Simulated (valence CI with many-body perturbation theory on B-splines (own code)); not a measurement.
## A CI+MBPT run for Ho¹⁸⁺

Method: relativistic CI+MBPT: three valence electrons over a frozen Dirac-Fock core [Kr] 4d10, radial functions for each j: 7 s, 7 p, 7 d, 7 f, 4 g, 2 h, with the one-electron correlation potential Σ1 (screened to all orders), the two-electron term Σ2, the three-electron term Σ3, Breit, model QED; selected single and double excitations, second order for the rest, scaled by the run's own slope (own B-spline code, finite nucleus).

Command, and the settings that its task file holds:

```sh
python run_cv.py task.json out
```

```
atom Ho  Z=67  mass_number=165  rms_radius_fm=5.2022
core [Kr] 4d10
valence 4f3
avg = 1
basis = M
beyond = 1
breit = 1
cap = 32000
capref = 2200
cscale = 1
de = 0.0
dress = 0
eps = 2e-08
extrap = 1
h = 0.27
hh = 1
l2 = 3
lcore = 6
maxit = 60
n2 = 5
natural = 1
nlev = 190
nno = [4, 4, 4, 5, 3, 2]
nroot = 40
nsp = [3, 3, 3, 2, 1, 0]
pt2 = 1
qed = 1
rpa = 1
s1 = 1
s2 = 1
s3 = 1
screen = 1
tol = 2e-05
whole = 1
```

Roughly how long does this run take on one core of Intel(R) Xeon(R) Processor @ 2.30GHz, and how much memory?

3.2 min on 1 thread of Intel(R) Xeon(R) Processor @ 2.30GHz, with other jobs on the host, peak memory 0.6 GiB.

Log. The first blocks belong to the next ion, which gives the ionisation energy. Fields: 2J, parity (1 odd), roots, reference size, generating configurations, candidates as configurations/state functions, variational space P, stored matrix elements, Davidson steps; e2 is the range of second-order energies in hartree. The first line gives the box (bohr), its intervals, the orbitals and the steps of their self-consistent field. Window is the range of levels sought, series limit the energy at which the first omitted orbital would enter, core excitation an estimate of the first excitation out of the core, left out the lowest levels not solved, and shifts from estimates the range by which levels moved from their first estimate, all in cm⁻¹.

```
rmax 7.9 intervals 60 orbitals 61 references ['4f3', '4f2 5s', '4f 5s2', '4f2 5p', '4f 5s 5p'] scf 5 t 4.1
2J=8 par=0 roots 2 ref 27 generators 4 cand 614/614 P 480/480 nnz 0 it 0
2J=8 par=0 roots 2 ref 27 generators 7 cand 161/161 P 572/572 nnz 0 it 0
   second order: generators 12 cand 69/69 e2 -0.00000 -0.00000
2J=10 par=0 roots 2 ref 14 generators 4 cand 433/433 P 350/350 nnz 0 it 0
2J=10 par=0 roots 2 ref 14 generators 7 cand 97/97 P 406/406 nnz 0 it 0
   second order: generators 16 cand 41/41 e2 -0.00000 -0.00000
2J=4 par=0 roots 2 ref 41 generators 3 cand 663/663 P 586/586 nnz 0 it 0
2J=4 par=0 roots 2 ref 41 generators 6 cand 118/118 P 670/670 nnz 0 it 0
   second order: generators 11 cand 34/34 e2 -0.00000 -0.00000
reference levels 1494, estimated 377, window 1072643 1/cm; series limit 2220176, core excitation 1298585
2J=9 par=1 roots 19 ref 119 generators 17 cand 4226/11551 P 2098/6398 nnz 7.6e+06 it 6
2J=9 par=1 roots 19 ref 119 generators 30 cand 4868/13387 P 3199/9267 nnz 1.4e+07 it 7
   second order: generators 72 cand 9638/29636 e2 -0.00004 -0.00000
2J=11 par=1 roots 15 ref 91 generators 12 cand 3411/8736 P 2261/6400 nnz 7.4e+06 it 5
2J=11 par=1 roots 15 ref 91 generators 22 cand 4740/12584 P 2879/7810 nnz 9.8e+06 it 6
   second order: generators 51 cand 8282/23983 e2 -0.00003 -0.00000
2J=13 par=1 roots 9 ref 56 generators 8 cand 2567/6115 P 2139/5398 nnz 4.9e+06 it 5
2J=13 par=1 roots 9 ref 56 generators 15 cand 3435/8894 P 2530/6284 nnz 6.1e+06 it 5
   second order: generators 39 cand 6581/17704 e2 -0.00002 -0.00000
2J=15 par=1 roots 6 ref 29 generators 10 cand 1275/2794 P 1400/3279 nnz 2.2e+06 it 3
2J=15 par=1 roots 6 ref 29 generators 13 cand 1803/4115 P 1691/3890 nnz 2.8e+06 it 5
   second order: generators 33 cand 4344/10609 e2 -0.00002 -0.00000
2J=3 par=1 roots 18 ref 121 generators 13 cand 3607/8244 P 2683/6399 nnz 6.6e+06 it 7
2J=3 par=1 roots 18 ref 121 generators 28 cand 5877/13611 P 3441/8172 nnz 9.5e+06 it 7
   second order: generators 68 cand 9571/22576 e2 -0.00002 -0.00000
2J=5 par=1 roots 22 ref 142 generators 16 cand 3955/10013 P 2214/6399 nnz 6.8e+06 it 6
2J=5 par=1 roots 22 ref 142 generators 39 cand 7355/19519 P 3874/10645 nnz 1.6e+07 it 8
   second order: generators 91 cand 11336/31909 e2 -0.00002 -0.00000
2J=7 par=1 roots 22 ref 140 generators 17 cand 4618/12909 P 2052/6399 nnz 7.1e+06 it 6
...
2J=1 par=0 roots 13 ref 61 generators 29 cand 4706/7271 P 3970/6274 nnz 4.5e+06 it 8
   second order: generators 84 cand 7777/12129 e2 -0.00001 -0.00000
2J=15 par=0 roots 5 ref 25 generators 4 cand 700/1433 P 1350/3258 nnz 2.1e+06 it 3
2J=15 par=0 roots 5 ref 25 generators 7 cand 1298/2879 P 1584/3750 nnz 2.6e+06 it 6
   second order: generators 28 cand 4364/10450 e2 -0.00001 -0.00001
2J=17 par=0 roots 2 ref 13 generators 2 cand 369/770 P 798/1618 nnz 0 it 4
2J=17 par=0 roots 2 ref 13 generators 3 cand 598/1275 P 952/1924 nnz 0 it 5
   second order: generators 14 cand 3047/6644 e2 -0.00002 -0.00001
left out: unestimated 1550807, estimated 1135367, shifts from estimates -17 to 23
operators 11.1
```

The Davidson iterations converged.

No measured spectrum was set against this ion. As an estimate, terms of the open shell hold to a few per cent of their energy, and close levels can change places. Excitations out of the core, of the other parity, are not computed and may begin above about 129 eV (a cautious bound); beyond it only levels of the ground parity were kept, without lifetimes.

- Valence energy: -52.48834 hartree
- Ionisation energy: 437.38 eV (NIST: 441 ± 22 eV (theoretical))
- Reference configurations for the orbitals: 4f3, 4f2 5s, 4f 5s2, 4f2 5p, 4f 5s 5p
- Radial orbitals: 61
- Box radius: 7.859 bohr
- Largest variational space: 14373
- Lowest levels: 4f³ ⁴I°_9/2 0.0, 4f³ ⁴I°_11/2 8084, 4f³ ⁴I°_13/2 15872, 4f³ ⁴I°_15/2 23306, 4f³ ⁴F°_3/2 25904, 4f³ ²H°_9/2 [a] 28417, 4f³ ⁴F°_5/2 31009, 4f³ ⁴S°_3/2 33954, 4f³ ⁴F°_7/2 34063, 4f³ ⁴G°_5/2 39489, 4f³ ⁴F°_9/2 39547, 4f³ ²H°_11/2 [a] 41444, 4f³ ⁴G°_7/2 [a] 41652, 4f³ ²K°_13/2 45202 cm⁻¹

Names give the largest LS component (configuration and term), which can be under half, so a name can repeat, a term be missing and a line seem to break the LS rules; names also repeat where a configuration has a term twice. Letters in brackets count levels of one name in rising energy.
